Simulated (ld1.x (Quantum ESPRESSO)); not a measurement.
Values are calculated unless marked as measured or tabulated.
# Potentials for chlorine compared

Generated with ld1.x 7.5 (TM, RRKJ, ultrasoft, PAW), atompaw 4.2 or ONCVPSP 4.0.1. The cutoff is in Ry: for ld1.x and atompaw files where the sum of valence levels is converged to 10 mRy in a Bessel basis, for ONCV files where the hardest occupied wave has 1 mHa per electron of residual kinetic energy. The error is the largest all-electron minus pseudo excitation energy over each file’s own four to seven test configurations (ionisations up to +4, promotions, holes and added fractions of an electron), all of which were solved. The labels leave out finer settings (local radius, basis sizes, second energies), which also bear on the numbers. Spin-polarised tests are not counted. The rows are a selection from randomly drawn settings: files with unsolved tests, undetermined cutoffs or missed reference levels are left out.

```tsv
potential	cutoff (Ry)	largest error (meV)	bound ghosts
TM semilocal, PBE, scalar-relativistic, rc 0.95/1.40/1.45 (spd), local p, core correction yes, reference 3s2 3p4	140	+190	none
TM, LDA (PZ), non-relativistic, rc 1.25/1.40/2.22 (spd), local p, core correction yes, reference 3s2 3p4	50	+169	none
ultrasoft, PBEsol, scalar-relativistic, rc 1.30/1.15/1.05 (spd), local smoothed, core correction no, reference 3s2 3p5	30	+111	none
RRKJ, PBEsol, scalar-relativistic, rc 1.30/1.00 (sp), local p, core correction no, reference 3s1.75 3p5.25	120	+206	none
```

**Question.** Fill in the row for Cl: PAW, LDA (PZ), scalar-relativistic, rc 1.20/1.45 (sp), local smoothed, core correction yes, reference 3s2 3p3.

**Answer.** cutoff 30 Ry, largest error -51 meV, bound ghosts: none.

**Question.** Fill in the row for Cl: RRKJ, PBE, non-relativistic, rc 0.95/1.40/1.15 (spd), local s, core correction no, reference 3s2 3p5.

**Answer.** cutoff 120 Ry, largest error +376 meV, bound ghosts: none.
